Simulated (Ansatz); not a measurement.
CH₃F₂GaS (`C[S][Ga]([F])[F]`) from Hartree–Fock to CCSD(T)

```
atom   x (Å)   y (Å)   z (Å)
  C1   0.824  -0.787   0.805
  S2   0.991  -0.141  -0.893
 Ga3  -0.874   0.932  -1.074
  F4  -2.030   0.962   0.232
  F5  -1.362   1.818  -2.486
  H6  -0.067  -1.400   0.912
  H7   1.706  -1.405   0.970
  H8   0.812   0.020   1.534
```

Total charge 0; spin multiplicity 1. Correlated methods include outer-core shells of Ga, which these sets cover unevenly. Scalar relativity is left out up to krypton. The structure was optimised at the PBE0-D4/def2-TZVP level. It is one conformer, not always the lowest. Frozen core, restricted reference, Ansatz 0.2.0.

```tsv
basis	HF (Eh)	MP2 corr.	CCSD corr.	(T)	CCSD(T) total
def2-SVP	-2558.82805	-0.85277	?	-0.02167	?
def2-TZVPP	?	?	?	-0.04055	?
def2-QZVPP	-2559.58073	-1.39208	–	–	–
```

Problem. Fill in the withheld values. (An estimate is asked.)

Solution. Ansatz gave: def2-SVP CCSD corr.: -0.87149; def2-SVP CCSD(T) total: -2559.72121; def2-TZVPP HF (Eh): -2559.51742; def2-TZVPP MP2 corr.: -1.06971; def2-TZVPP CCSD corr.: -1.08698; def2-TZVPP CCSD(T) total: -2560.64495.
